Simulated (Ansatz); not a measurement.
A nudged elastic band was laid between two geometries of GaH3O (5 atoms, charge 0, multiplicity 1).

The calculation used RKS PBE0/def2-mTZVP (Ansatz 0.2.0).

* movable images: 7
* climbing image: yes
* spring: 5.0 eV/Å²
* optimiser: quadratic models (default)
* start path: through a guess of the saddle point
* force threshold: 0.05 eV/Å
* iteration limit: 60
* end points: relaxed

Initial state:

```xyz
5
Properties=species:S:1:pos:R:3
Ga 0.485 -0.002 0.021
O 0.785 -0.157 1.780
H -0.010 -0.238 2.316
H 1.791 0.128 -0.818
H -1.006 -0.012 -0.471
```

Final state:

```xyz
5
Properties=species:S:1:pos:R:3
Ga -0.152 0.400 -0.984
O 1.086 0.150 1.065
H 0.504 -0.420 1.583
H 1.954 -0.270 1.059
H -1.347 -0.142 0.105
```

Task: Which bonds break or form, and what moves?

Result: Bonds broken: Ga1–O2, Ga1–H4. Bonds formed: O2–H4. GaH3O becomes GaH + H2O.

Task: Give the energies along the band, and the barrier.

Result: The forces met the threshold. The highest image is number 4 of 0 to 8, 2.61 eV above the first end and 1.58 eV above the last; the last end lies 1.04 eV above the first. The profile has 2 maxima (images 1, 4) with wells between them (image 2): this band takes more than one step, which may be the mechanism or a detour left from its start path. Neighbouring images differ by up to 1.8 eV, so the band resolves the path poorly. A vibrational analysis at the climbing image gives one clearly imaginary mode, 1457i cm⁻¹: a first-order saddle point. The orbitals stay closed-shell, which can raise the energy where a bond breaks towards radicals; this wasn't checked here.

```tsv
image	path coordinate (Å)	energy (eV)	Ga1–O2 (Å)	Ga1–H4 (Å)	O2–H4 (Å)
0	0.00	0.00	1.79	1.56	2.80
1	0.80	0.26	1.80	1.57	2.87
2	1.59	0.00	1.79	1.57	2.89
3	2.39	0.79	1.81	1.54	2.31
4	3.19	2.61	2.02	1.66	1.42
5	3.63	1.59	2.21	1.97	1.03
6	4.07	1.14	2.40	2.51	0.97
7	4.51	1.06	2.40	2.86	0.96
8	4.95	1.04	2.41	3.01	0.96
```

Task: What is the geometry of the highest image?

Result: 
```xyz
5
Properties=species:S:1:pos:R:3:forces:R:3
Ga 0.218 0.069 -0.453 0.00 0.00 0.00
O 0.869 0.200 1.452 0.00 0.00 0.00
H 0.670 -0.495 2.100 0.00 0.00 0.00
H 1.660 -0.158 0.327 0.00 0.00 0.00
H -1.371 0.102 -0.597 0.00 0.00 0.00
```

The run took 3.1 min on 1 thread of Arm Neoverse V1 (shared host), peak memory 0.12 GiB.
